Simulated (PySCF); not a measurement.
Input for PySCF: D3(BJ) and D4 dispersion corrections on ClFH4InN (a complex), monomers drawn apart or pushed together.

```python
from pyscf import gto
from pyscf.dispersion import dftd3, dftd4

mol = gto.M(
    atom='''
    F     0.88015887    1.42083704    1.16466787
    In   -0.72704925    0.27460369    1.39663289
    Cl   -2.20336360    1.29155318    2.95065230
    H    -1.21903755   -0.78506614    0.15777114
    N     0.39500508   -0.61436532    2.93417996
    H     1.25044539   -0.06557831    2.88661604
    H    -0.05796002   -0.43109552    3.82466234
    H     0.62942623   -1.59941082    2.87893558
    ''',
    basis='def2-svp',
    charge=0, spin=0, verbose=0, max_memory=1800)
d3, d4 = {}, {}
for xc in ['hf', 'pbe', 'blyp', 'revpbe', 'tpss', 'r2scan', 'b3lyp', 'pbe0', 'bhlyp', 'camb3lyp', 'b2plyp']:
    d3[xc] = float(dftd3.DFTD3Dispersion(mol, xc=xc, version='d3bj', atm=False).get_dispersion()['energy'])
    print(f'D3(BJ) {xc:10s} {d3[xc]:14.8f} Eh')
for xc in ['hf', 'pbe', 'blyp', 'revpbe', 'tpss', 'r2scan', 'b3lyp', 'pbe0', 'bhlyp', 'camb3lyp', 'b2plyp']:
    d4[xc] = float(dftd4.DFTD4Dispersion(mol, xc={'camb3lyp': 'cam-b3lyp'}.get(xc, xc), atm=True).get_dispersion()['energy'])
    print(f'D4     {xc:10s} {d4[xc]:14.8f} Eh')
```

Output:

```
D3(BJ) hf            -0.04732637 Eh
D3(BJ) pbe           -0.00577378 Eh
D3(BJ) blyp          -0.01304312 Eh
D3(BJ) revpbe        -0.01362642 Eh
D3(BJ) tpss          -0.00752583 Eh
D3(BJ) r2scan        -0.00162375 Eh
D3(BJ) b3lyp         -0.01090480 Eh
D3(BJ) pbe0          -0.00527810 Eh
D3(BJ) bhlyp         -0.00950670 Eh
D3(BJ) camb3lyp      -0.00524844 Eh
D3(BJ) b2plyp        -0.00560742 Eh
D4     hf            -0.01882721 Eh
D4     pbe           -0.00588152 Eh
D4     blyp          -0.01253959 Eh
D4     revpbe        -0.01540085 Eh
D4     tpss          -0.00786416 Eh
D4     r2scan        -0.00137941 Eh
D4     b3lyp         -0.00955001 Eh
D4     pbe0          -0.00501046 Eh
D4     bhlyp         -0.00820975 Eh
D4     camb3lyp      -0.00516939 Eh
D4     b2plyp        -0.00407762 Eh
```

The run finished.

Cost: about 0.020 core-seconds (a rough figure).
